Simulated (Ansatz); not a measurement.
A run for Ansatz (a quantum-chemistry and plane-wave program): R-B3LYP/def2-TZVPP on CH5BO2 (SMILES CB(O)O), a point of a torsion scan.

Ansatz 0.2 input:
```yaml
crystal:
  periodic: [false, false, false]
  atoms:
    - {symbol: C, position_ang: [-0.62752939, 0.08746774, 0.90332357]}
    - {symbol: B, position_ang: [0.62467198, -0.01871906, -0.09714772]}
    - {symbol: O, position_ang: [1.48643429, 1.00746755, -0.29136329]}
    - {symbol: O, position_ang: [0.82091056, -1.09321439, -0.89520022]}
    - {symbol: H, position_ang: [-0.96597153, -0.88268171, 1.26000254]}
    - {symbol: H, position_ang: [-1.46469924, 0.54677532, 0.38042501]}
    - {symbol: H, position_ang: [-0.42096283, 0.70441643, 1.77493604]}
    - {symbol: H, position_ang: [1.49981687, 1.68082981, 0.38555326]}
    - {symbol: H, position_ang: [0.17789311, -1.79543543, -0.81763840]}
basis:
  gaussian:
    orbitals: def2-TZVPP
hamiltonian:
  xc: {name: B3LYP}
scf: {lower_state_search: off}
```

The head of its log:

```
WARN ansatz: RAYON_NUM_THREADS=2 ignored (pool sized by the plan → 2); use --threads N
Functional definition: B3LYP
these checks for a lower state are left out or cut short: stability, starts, cluster_reference, orbital_swaps, neighbouring_geometries, increment
integrals: 0.08 GiB planned
946 factors; their error is unknown
mean field: 0.83 GiB planned
mean field evaluation 1: about -5882.3918 eV, gradient 8.5e1 eV
mean field evaluation 2: about -5869.0080 eV, gradient 1.2e2 eV
```

Problem. What total energy does the run end on?

Solution. -216.6355 hartree.
